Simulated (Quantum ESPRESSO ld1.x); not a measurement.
Results of a calculation; reference values are marked as such.
Q: Species: Gd8+. Configuration: [Kr] 4d10 4f6 5s2 5p2. Level of theory: scalar-relativistic Kohn-Sham, LDA (Slater exchange, Perdew-Wang correlation), spin-polarised, spherical densities, point nucleus; open shells are filled with parallel spins first (ld1.x of Quantum ESPRESSO 7.5). Some entries of the table are withheld. Estimate them.

orbital  occ.  eigenvalue (Ry)  <r> (bohr)
1s up       1         -3688.08     0.02192
1s down     1         -3688.07     0.02192
2s up       1         -616.398     0.09334
2s down     1         -616.382     0.09334
2p up       3         -549.741     0.08239
2p down     3         -549.723     0.08239
3s up       1         -143.526      0.2447
3s down     1         -143.315      0.2445
3p up       3         -122.875      0.2432
3p down     3         -122.664      0.2430
3d up       5         -95.5359      0.2213
3d down     5         -95.3689      0.2210
4s up       1         -35.9474      0.5518
4s down     1         -35.4946      0.5518
4p up       3         -29.1134      0.5832
4p down     3         -28.6640      0.5832
4d up       5         -19.6470      0.6298
4d down     5         -19.1992      0.6299
5s up       1         -11.5966       1.221
5s down     1         -11.1997       1.231
5p up       2         -9.61738       1.345
4f up       6              (1)         (2)
5p down     0         -9.25236       1.361
4f down     0              (3)         (4)

A: 
(1) 4f up eigenvalue (Ry): -9.25765
(2) 4f up <r> (bohr): 0.7515
(3) 4f down eigenvalue (Ry): -8.80548
(4) 4f down <r> (bohr): 0.7562
